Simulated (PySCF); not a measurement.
Compound: CH₉GaN₂.
Cartesian coordinates in Å at the PBE0-D3(BJ)/def2-SVP level; atoms count from 1:
```xyz
13
CH9GaN2 angstrom
C      1.9922    0.3772   -0.0557
N      0.9352   -0.5071    0.3525
Ga    -0.6053   -0.8984   -0.6072
N     -1.9552    0.5000    0.3774
H      1.6675    0.9841   -0.9178
H      2.2953    1.0966    0.7341
H      2.9196   -0.1398   -0.3783
H      1.2323   -1.1686    1.0612
H     -1.3279   -2.2427   -0.2003
H     -0.6766   -0.2686   -2.0560
H     -1.9427    0.3245    1.3819
H     -2.9225    0.4630    0.0566
H     -1.6102    1.4482    0.2308
```

Method: PBE0-D3(BJ)/def2-SVP geometry optimisation, gas phase in PySCF.

(1) Which atoms are bound to Ga3, and at what distances?

(2) List the angles at Ga3.

(3) What is the shape at Ga3?

(4) What are the other bond lengths?

(5) Give some angles away from the centre.

(6) What are the rotational constants (commonest isotopes, rigid rotor)?

## Answers

(1) 4 atoms: H9 1.579 Å, H10 1.581 Å, N2 1.857 Å, N4 2.179 Å. The nearest atom not counted as bound is H8, at 2.50 Å.

(2) 
| angle | degrees | distance of the outer atoms (Å) |
| --- | --- | --- |
| H9–Ga3–H10 | 123.7 | 2.79 |
| N2–Ga3–H10 | 115.3 | 2.91 |
| N2–Ga3–H9 | 115.2 | 2.91 |
| N4–Ga3–H9 | 98.4 | 2.87 |
| N2–Ga3–N4 | 98.3 | 3.06 |
| N4–Ga3–H10 | 97.5 | 2.85 |

(3) Distorted tetrahedral: angles from 97.5° to 123.7°; τ4 = (360° − α − β)/141° = 0.86 with α and β the two widest (0 for a square, 1 for a tetrahedron). The Ga–N distances aren't all alike: 1.857 to 2.179 Å.

(4) C1–N2 1.437 Å; C1–H5, C1–H6, C1–H7 1.108 Å; N2–H8 1.014 Å; N4–H11, N4–H12, N4–H13 1.020 Å.

(5) C1–N2–Ga3 126.4°.

(6) A = 6704, B = 2784, C = 2215 MHz: an asymmetric top.

Point group: C1 (no symmetry element, even within 0.4 Å). Charge 0, singlet. Not checked by PBE0-D3(BJ)/def2-SVP frequencies.

One conformer stands for the species.
